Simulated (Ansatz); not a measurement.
Ansatz (a quantum-chemistry and plane-wave program) input (PBE/6-31G):

Ansatz 0.2 input:
```yaml
crystal:
  periodic: [false, false, false]
  atoms:
    - {symbol: C, position_ang: [0.00000000, 0.00000000, 0.00000000]}
basis:
  gaussian:
    orbitals: 6-31G
hamiltonian:
  xc: {name: PBE}
magnetization: {spin_polarized: true, initial_magnetization: 2}
scf: {lower_state_search: full}
```

Output:

```
Functional definition: PBE
integrals: 0.00 GiB planned
35 factors; integrals over basis functions are off by at most 1.5e-4 eV
mean field: 0.05 GiB planned
mean field evaluation 1: about -1027.9533 eV, gradient 3.7e0 eV
mean field evaluation 2: about -1027.9524 eV, gradient 3.7e0 eV
mean field evaluation 4: about -1028.0488 eV, gradient 6.6e-3 eV
mean field evaluation 8: about -1028.0485 eV, gradient 3.1e-5 eV
mean field evaluation 16: about -1028.0448 eV, gradient 6.4e-1 eV
mean field evaluation 32: about -1028.0485 eV, gradient 1.9e-5 eV
mean field -1028.04854618 eV, -37.7800872359 hartree, gradient 2.3e-5 eV, S^2 2.000545; 7 other end points of the search recorded, 0 dependent functions left out
reference -1028.04856190 eV, -37.7800878136 hartree; 4, 2 occupied and 5, 7 virtual orbitals, 35 factors
Total energy: -1028.04856190 eV, -37.7800878136 hartree
```
